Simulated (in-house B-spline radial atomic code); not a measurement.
A fraction x of an electron is removed from 4p in the zirconium ion Zr⁵⁺, starting from [Ar] 3d10 4s2 4p5 and keeping the highest spin. All numbers are computed (scalar-relativistic (X2C) PBE, spin-polarised, spherical fractional occupations; Fermi nucleus of rms radius 4.2694 fm) with an all-electron radial atomic-structure program (B-spline basis), not measured.

```json
{"x": "0", "E(x) - E(0) (eV)": "0.0000", "4p down level (eV)": "-88.555"}
{"x": "0.13", "E(x) - E(0) (eV)": "11.6475", "4p down level (eV)": "-90.637"}
{"x": "0.33", "E(x) - E(0) (eV)": "30.0962", "4p down level (eV)": "-93.852"}
{"x": "0.44", "E(x) - E(0) (eV)": "40.5174", "4p down level (eV)": "-95.626"}
{"x": "0.5", "E(x) - E(0) (eV)": "46.2840", "4p down level (eV)": "-96.595"}
{"x": "0.55", "E(x) - E(0) (eV)": "51.1340", "4p down level (eV)": "-97.403"}
{"x": "0.63", "E(x) - E(0) (eV)": "58.9779", "4p down level (eV)": "-98.697"}
{"x": "0.78", "E(x) - E(0) (eV)": "73.9648", "4p down level (eV)": "-101.128"}
{"x": "0.98", "E(x) - E(0) (eV)": "94.5151", "4p down level (eV)": "-104.377"}
{"x": "1", "E(x) - E(0) (eV)": "96.6059", "4p down level (eV)": "-104.702"}
```

The exact functional would give a straight line between the two integer points. Deviations E(x) - E(0) - x[E(1) - E(0)], in eV: -0.911 at x = 0.13, -1.784 at x = 0.33, -1.989 at x = 0.44, -2.019 at x = 0.5, -1.999 at x = 0.55, -1.884 at x = 0.63, -1.388 at x = 0.78, -0.159 at x = 0.98.

The curve lies below the straight line by up to 2.019 eV (at x = 0.5): convex, the delocalisation error that favours fractional charges.

**Question.** How well does Slater's transition state (minus the level at half occupation) give the ionisation energy?

**Answer.** It gives 96.595 eV against 96.606 eV from the two total energies; NIST lists 96.38 eV, ground level to ground level.
